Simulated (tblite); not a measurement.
H4Si, charge +1, doublet, at a GFN2-xTB geometry (a state made from the parent by changing its charge; the spin is typed, not shown lowest); GFN1-xTB with ALPB(water) (tblite 0.6.0).

Here is a job for tblite.
```
$ tblite run mol.xyz --method gfn1 --charge 1 --spin 1 --alpb water --json tblite.json --no-restart

# file mol.xyz
5

Si     0.00000000    -0.00000000    -0.00000000
H      0.02874448     1.07228532     1.06628774
H     -0.02752798    -1.06593260     1.07267027
H      0.02752798     1.06593260    -1.07267027
H     -0.02874448    -1.07228532    -1.06628774
```

What the program printed (banner, timings and long lists left out):

```
xTB calculator
 | screened Coulomb repulsion
 | Coulomb electrostatics
 |  * isotropic Klopman-Ohno-Mataga-Nishimoto electrostatics
 |  * onsite third-order electrostatics
 | DFT-D3(BJ) dispersion correction
 | Interactions (3)
 | [1] alpb/gbsa reaction field model
 | [2] cds contribution to solvation
 | [3] empirical free energy shift and standard state/solvent correction

halogen bonding energy    0.0000000000000E+00 Eh
repulsion energy          2.4211085329665E-02 Eh
dispersion energy        -6.7712461359467E-04 Eh
interaction energy        1.4123098157070E-03 Eh
number of electrons       7.0000000000000E+00 e
integral cutoff           2.8146159136829E+01 bohr

------------------------------------------------------------
  cycle        total energy    energy error   density error
------------------------------------------------------------
      1     -3.464284859051  -3.4892311E+00   2.6886089E-01
      2     -3.486196998945  -2.1912140E-02   1.1338086E-01
      3     -3.486720522766  -5.2352382E-04   3.5257208E-02
      4     -3.486802128400  -8.1605635E-05   1.0629576E-02
      5     -3.486877202289  -7.5073888E-05   7.8886518E-03
      6     -3.486937460120  -6.0257831E-05   8.6521984E-04
      7     -3.486938212800  -7.5267924E-07   4.7862347E-06
------------------------------------------------------------

electronic energy        -3.5118844833314E+00 Eh
total energy             -3.4869382127996E+00 Eh

Post processing:
 | Mayer-Wiberg bond orders

[Info] JSON dump of results written to 'tblite.json'
```
